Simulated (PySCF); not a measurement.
Simulated outer-valence photoelectron spectrum of `N[SiH2][O][GeH3]`. The calculation used EOM-IP-CCSD/aug-cc-pVDZ in PySCF, restricted Hartree–Fock reference, frozen core, non-relativistic, gas phase, PBE0-D3(BJ)/def2-SVP geometry.

Each root has a Gaussian of 0.4 eV full width with its one-hole share as area; cross sections and vibrations are left out, and the highest printed point is 100.

ionisation energy (eV), intensity and a bar:
```
      9.3          0 
      9.4          2 #
      9.5          8 ##
      9.6         25 #######
      9.7         51 ###############
      9.8         75 ######################
      9.9         78 #######################
     10.0         60 ##################
     10.1         41 ############
     10.2         41 ############
     10.3         61 ##################
     10.4         79 ########################
     10.5         75 ######################
     10.6         50 ###############
     10.7         24 #######
     10.8          9 ###
     10.9          5 ##
     11.0         13 ####
     11.1         33 ##########
     11.2         60 ##################
     11.3         79 ########################
     11.4         73 ######################
     11.5         47 ##############
     11.6         22 ######
     11.7          7 ##
     11.8          4 #
     11.9          8 ##
     12.0         24 #######
     12.1         51 ###############
     12.2         80 ########################
     12.3         96 #############################
     12.4        100 ##############################
     12.5         99 ##############################
     12.6         91 ###########################
     12.7         69 #####################
     12.8         39 ############
     12.9         16 #####
     13.0          6 ##
     13.1          8 ##
     13.2         22 #######
     13.3         48 ##############
     13.4         75 ######################
     13.5         88 ##########################
     13.6         87 ##########################
     13.7         86 ##########################
     13.8         88 ##########################
     13.9         79 ########################
     14.0         56 #################
     14.1         34 ##########
     14.2         31 #########
     14.3         49 ###############
     14.4         73 ######################
     14.5         79 ########################
     14.6         60 ##################
     14.7         33 ##########
     14.8         13 ####
     14.9          3 #
     15.0          1
```

Question: Where are the maxima, and how many lines lie under the curve?

Answer: 7 maxima, at 9.9, 10.4, 11.3, 12.4, 13.5, 13.8 and 14.5 eV, from 8 lines. At this width some lines have no maximum of their own.

Question: List the lines with their holes.

Answer: 
| E (eV) | leading hole (HF orbital) | area | Koopmans (eV) |
| --- | --- | --- | --- |
| 9.86 | HOMO | 0.94 | 11.16 |
| 10.44 | HOMO-1 | 0.95 | 11.69 |
| 11.33 | HOMO-2 | 0.94 | 12.44 |
| 12.26 | HOMO-3 | 0.95 | 12.89 |
| 12.59 | HOMO-4 | 0.94 | 13.66 |
| 13.47 | HOMO-5 | 0.94 | 14.99 |
| 13.85 | HOMO-6 | 0.94 | 15.30 |
| 14.47 | HOMO-7 | 0.94 | 15.90 |

The widest gap, 0.93 eV, lies between 11.33 and 12.26 eV. Only orbitals with −ε under 21 eV, eight at most, were ionised, so the high end of the curve may lack lines.

The values belong to the conformer `[NH2:1][SiH2:2][O:3][GeH3:4]`: N1–Si2–O3–Ge4 -19°, H–N1–Si2–O3 -83°, H–N1–Si2–O3 96°.
